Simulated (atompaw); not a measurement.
# u(r) = r·R(r): atom against pseudo-atom (aluminium (Al))

Columns: radius, all-electron u(r) and pseudo u(r) of the 3s shell (level -14.92 eV) of aluminium in the configuration [Ne] 3s2 3p0; LDA (PW92), scalar-relativistic, PAW (atompaw) scheme, atompaw 4.2.0.5.

```json
{"r (bohr)": "0.108", "all-electron": "0.1175", "pseudo": "0.0322"}
{"r (bohr)": "0.215", "all-electron": "-0.1192", "pseudo": "0.0643"}
{"r (bohr)": "0.323", "all-electron": "-0.2826", "pseudo": "0.0972"}
{"r (bohr)": "0.431", "all-electron": "-0.3240", "pseudo": "0.1306"}
{"r (bohr)": "0.538", "all-electron": "-0.2770", "pseudo": "0.1645"}
{"r (bohr)": "0.646", "all-electron": "-0.1780", "pseudo": "0.1996"}
{"r (bohr)": "0.754", "all-electron": "-0.0549", "pseudo": "0.2357"}
{"r (bohr)": "0.862", "all-electron": "0.0741", "pseudo": "0.2729"}
{"r (bohr)": "0.969", "all-electron": "0.1969", "pseudo": "0.3106"}
{"r (bohr)": "1.077", "all-electron": "0.3096", "pseudo": "0.3495"}
{"r (bohr)": "1.185", "all-electron": "0.4080", "pseudo": "0.3891"}
{"r (bohr)": "1.292", "all-electron": "0.4903", "pseudo": "0.4284"}
{"r (bohr)": "1.400", "all-electron": "0.5582", "pseudo": "0.4678"}
{"r (bohr)": "1.508", "all-electron": "0.6117", "pseudo": "0.5063"}
{"r (bohr)": "1.615", "all-electron": "0.6515", "pseudo": "0.5425"}
{"r (bohr)": "1.723", "all-electron": "0.6798", "pseudo": "0.5764"}
{"r (bohr)": "1.831", "all-electron": "0.6974", "pseudo": "0.6063"}
{"r (bohr)": "1.938", "all-electron": "0.7057", "pseudo": "0.6309"}
{"r (bohr)": "2.046", "all-electron": "0.7061", "pseudo": "0.6495"}
{"r (bohr)": "2.154", "all-electron": "0.6998", "pseudo": "0.6607"}
{"r (bohr)": "2.262", "all-electron": "0.6878", "pseudo": "0.6640"}
{"r (bohr)": "2.369", "all-electron": "0.6714", "pseudo": "0.6591"}
{"r (bohr)": "2.477", "all-electron": "0.6512", "pseudo": "0.6463"}
{"r (bohr)": "2.585", "all-electron": "0.6281", "pseudo": "0.6269"}
{"r (bohr)": "2.692", "all-electron": "0.6032", "pseudo": "0.6031"}
{"r (bohr)": "2.800", "all-electron": "0.5764", "pseudo": "0.5764"}
```

Q: How many radial nodes do the two functions have?

A: The all-electron 3s function has n − l − 1 = 2; the pseudo-wave has 0, since the states of the same l below it are removed with the core.

Q: Is the pseudo-wave norm-conserving?

A: No, it belongs to a PAW set: the norm inside the radius is not constrained, and the difference is carried by the augmentation charge.
